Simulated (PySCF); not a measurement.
## Tc (technetium, neutral): UHF calculation

Configuration: [Kr] 4d5 5s1 5p1, high-spin 8P determinant (an excited configuration). Computed with PySCF 2.14 in x2c-TZVPPall (8s6p6d2f1g, 79 functions), with the spin-free X2C one-electron Hamiltonian (Gaussian nucleus).

```json
{
 "Total energy": "-4283.016791 hartree",
 "One-electron energy": "-5903.5717 hartree",
 "Hartree (Coulomb) energy": "1748.1344 hartree",
 "Exchange energy": "-127.5795 hartree",
 "⟨S²⟩": "15.7519",
 "⟨L²⟩": "2.028",
 "Sum of ⟨r⟩": "33.60 bohr",
 "Sum of ⟨r²⟩": "67.07 bohr²",
 "Traceless quadrupole moment −½Σ⟨3z² − r²⟩ along its main axis": "-9.84 e·bohr²",
 "Langevin diamagnetic susceptibility": "-53.1 ×10⁻⁶ cm³/mol"
}
```

| shell | electrons | mean orbital energy (hartree) | spread (hartree) | rms radius, mean of both spins (bohr) |
| --- | --- | --- | --- | --- |
| 1s α | 1 | -777.58974 | 0 | 0.0394 |
| 1s β | 1 | -777.58854 | 0 | 0.0394 |
| 2s α | 1 | -113.82138 | 0 | 0.162 |
| 2s β | 1 | -113.77725 | 0 | 0.162 |
| 2p α | 3 | -101.66228 | 0.00032 | 0.144 |
| 2p β | 3 | -101.62003 | 0.00134 | 0.144 |
| 3s α | 1 | -21.09444 | 0 | 0.442 |
| 3s β | 1 | -21.06836 | 0 | 0.442 |
| 3p α | 3 | -16.99028 | 0.00029 | 0.446 |
| 3p β | 3 | -16.96164 | 0.00396 | 0.446 |
| 3d α | 5 | -10.35152 | 0.00232 | 0.435 |
| 3d β | 5 | -10.28852 | 0.00368 | 0.435 |
| 4s α | 1 | -3.47413 | 0 | 1.13 |
| 4s β | 1 | -3.19950 | 0 | 1.13 |
| 4p α | 3 | -2.28081 | 0.00012 | 1.26 |
| 4p β | 3 | -1.92696 | 0.01041 | 1.26 |
| 4d α | 5 | -0.55811 | 0.00846 | 1.82 |
| 5s α | 1 | -0.35086 | 0 | 3.51 |
| 5p α | 1 | -0.18115 | 0 | 4.74 |

Densities and radii are taken from the X2C orbitals without a picture-change correction, which distorts them close to the nucleus.

Spin-orbit constants ζ (cm⁻¹) from the X2C one-electron operator on these orbitals: bare nucleus, nucleus screened by l(l+1)(2l+1)/3 electrons, and screened by the Breit-Pauli mean field of the electrons.

```tsv
shell	bare	screened nucleus	mean field
2p	642100	612300	598900
3p	108800	103700	101100
3d	15610	11980	11420
4p	14640	13950	13550
4d	1175	901.9	830.4
5p	858.1	818.2	792.5
```

To first order the Landé constant is A = 113.2 cm⁻¹, so the lowest level has J = 5/2 and lies 0.0632 eV below the centre of the term. This holds in LS coupling only.
